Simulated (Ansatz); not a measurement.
The cluster Cr₃P₃, relaxed as a sextet with UKS PBE0-D4/def2-SVP in Ansatz, starting from the PBE0-D4/def2-SVP geometry of the neutral doublet. Force threshold 0.02 eV/Å.

The charge 0 sextet is spin-contaminated (final ⟨S²⟩ up to 11.80, 8.75 for a pure state). At PBE0-D4/def2-SVP a quartet of charge 0 lies 2.41 eV below the sextet, each at its own geometry. The structure comes from a short search, and lower isomers may exist.

Start:

```xyz
6

Cr   -0.773    1.348    0.027
Cr   -0.996   -1.125    0.885
Cr    0.741   -0.719   -1.077
P     1.700    1.190   -0.083
P     0.930   -0.054    1.484
P    -1.600   -0.641   -1.236
```

```csv
step,energy (eV),largest force component (eV/Å),SCF passes
1,-113081.9291,1.049,159
2,-113082.3097,0.587,89
3,-113082.4511,0.268,95
4,-113082.4660,0.132,86
5,-113082.4686,0.033,74
6,-113082.4692,0.012,73
```

Force components are those of the run's own axes.

End:

Cartesian coordinates in Å:
```
Cr -0.6911 1.2045 0.0319
Cr -1.1637 -1.2493 0.9953
Cr 0.7491 -0.6902 -0.9054
P 1.6416 1.2935 -0.2036
P 0.9643 -0.0704 1.3610
P -1.5001 -0.4881 -1.2792
```

By distances, no bond broke or formed. The bond that changes most is Cr3–P5, from 2.65 to 2.36 Å (atoms count from 1).

No frequencies were taken in this run, so the end may be a saddle point.

Hardware: 4 threads of Arm Neoverse V2 on a shared host. Wall time 70 s, peak host memory 0.94 GiB.
